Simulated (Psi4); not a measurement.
A dimer, O2S ··· COS (SMILES O=S=O and O=C=S); the first 3 atoms form monomer A.

```
6

O     -1.2388     0.2436     0.0000
S      0.0001    -0.4877     0.0000
O      1.2386     0.2442     0.0000
O      0.0147    -0.7953     2.0852
C      0.0946     0.0654     2.8521
S      0.2026     1.2288     3.8891
```

### Question
What interaction energy does SAPT0/jun-cc-pVDZ, frozen core (Psi4) give, and which attractive term is the largest?

### Answer
Total 53.83 kJ/mol: electrostatics -121.56, exchange 290.85, induction -76.16, dispersion -39.30. The most attractive term is electrostatics.
